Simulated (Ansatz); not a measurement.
Computed with Ansatz.

A structure relaxed at PBE0-D4/def2-TZVP, charge 0, multiplicity 1:

```xyz
10

F    -1.305    0.656   -1.669
Si   -0.366   -0.156   -0.668
S    -0.257   -2.197   -1.171
C     1.077    0.663    0.064
C    -0.174    0.480    1.022
H    -1.548   -2.446   -0.887
H     1.300    1.693   -0.197
H     1.966    0.103    0.336
H    -0.664    1.404    1.313
H    -0.030   -0.199    1.856
```

Q: Give its formula and SMILES.

A: C2H5FSSi, `F[Si]1(S)CC1`.

Q: Summarise the bond lengths by kind.

A: 1 × F–Si 1.594 Å; 1 × S–Si 2.104 Å; 2 × C–Si 1.814 to 1.816 Å; 1 × H–S 1.345 Å; 1 × C–C 1.586 Å; 4 × C–H 1.085 to 1.086 Å.
